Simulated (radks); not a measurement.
The numbers below are computed, except where a source is named.
All-electron atom: N2+ in [He] 2s2 3s1 (not the ground configuration).

Code: a radial shooting solver on a logarithmic mesh with Libxc functionals. Model: scalar-relativistic Kohn-Sham, r2SCAN, spin-unpolarised, spherical densities, finite nucleus; meta-GGA in the generalised Kohn-Sham scheme; Fermi nuclear charge, rms radius 2.5582 fm.

Energy parts (Ry):
| part | energy |
|---|---|
| total | -103.80793 |
| kinetic | 103.72409 |
| electron-nucleus | -228.97007 |
| Hartree | 32.18754 |
| exchange-correlation | -10.74949 |

Orbitals (lengths in bohr, moments of r in powers of bohr):
[
 {"orbital": "1s", "occ.": "2", "eigenvalue (Ry)": "-32.69476", "<r^4>": "0.01297", "<r^2>": "0.07031"},
 {"orbital": "2s", "occ.": "2", "eigenvalue (Ry)": "-4.33314", "<r^4>": "3.756", "<r^2>": "1.465"},
 {"orbital": "3s", "occ.": "1", "eigenvalue (Ry)": "-1.22803", "<r^4>": "190.7", "<r^2>": "11.43"}
]

The highest occupied level is 3s at -16.708 eV. The density falls to 0.001 e/bohr^3 at r = 4.13 bohr. Summed over all electrons, <r^2> = 14.50 bohr^2, which gives a Langevin (diamagnetic) susceptibility term of -11.5 x 10^-6 cm^3/mol. The electron density at the nucleus is 217.4 e/bohr^3 (large components only).
